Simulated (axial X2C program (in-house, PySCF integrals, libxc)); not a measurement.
## HCeH⁺: the levels of the configuration f1 s0 d(πδ)0

Computed with an in-house all-electron X2C program for linear molecules (integrals from PySCF): two-component X2C with atomic mean-field Coulomb and Gaunt terms, basis H dyall-v3z, Ce dyall-v3z (cores contracted in-house). Orbitals come from Hartree–Fock averaged over the configuration Ce f1 s0 d(πδ)0; CI then distributes these electrons over the f, s, d(πδ) shells of Ce.

H–Ce–H held linear, both bonds 2.133 Å (near the minimum of the configuration average).

Lowest levels of this model:

| Ω | energy (cm⁻¹) | g∥ | configuration |
| --- | --- | --- | --- |
| 5/2 | 0 | 4.12 | 100% f1 |
| 3/2 | 1298 | 2.26 | 100% f1 |
| 7/2 | 1937 | 8.00 | 100% f1 |
| 1/2 | 2794 | 0.23 | 100% f1 |
| 5/2 | 3035 | 5.88 | 100% f1 |
| 3/2 | 4144 | 3.74 | 100% f1 |
| 1/2 | 6059 | 1.77 | 100% f1 |

g∥ is the magnitude of 2⟨Lz + ge Sz⟩ for the +Ω component.

From Ω and g∥ of the lowest level, whose 2⟨Lz + ge Sz⟩ is positive, find ⟨Sz⟩ and ⟨Lz⟩ (ge = 2.0023).

Ω = ⟨Lz⟩ + ⟨Sz⟩ = 5/2 and ⟨Lz⟩ + ge⟨Sz⟩ = 2.060, so ⟨Sz⟩ = -0.44 and ⟨Lz⟩ = 2.94.

Occupations of the active spinors in the lowest level by ω, shell by shell in order of energy: -7/2: 0.00; -5/2: 0.00 0.00 0.00; -3/2: 0.00 0.00 0.00 0.00; -1/2: 0.00 0.00 0.00 0.00; 1/2: 0.00 0.00 0.00 0.00; 3/2: 0.00 0.00 0.00 0.00; 5/2: 1.00 0.00 0.00; 7/2: 0.00. The leading determinant has weight 0.99 among 3.

This point took 0.93 s on 1 thread of Intel(R) Xeon(R) 6975P-C (Granite Rapids) (shared host).

Dynamic correlation is missing, so gaps between terms are too wide and other configurations may lie lower; the lowest level listed is that of this model, not necessarily the ground state. At most 6 roots were kept for each Ω > 0 (twice that for Ω = 0) within 2.2 eV of the lowest, so higher up levels can be missing between those listed; levels with Ω > 0 are doubly degenerate and listed once, Ω = 0 levels singly. States that fill the shells left empty in the average are placed too high. The molecule was held linear; bending was not examined.
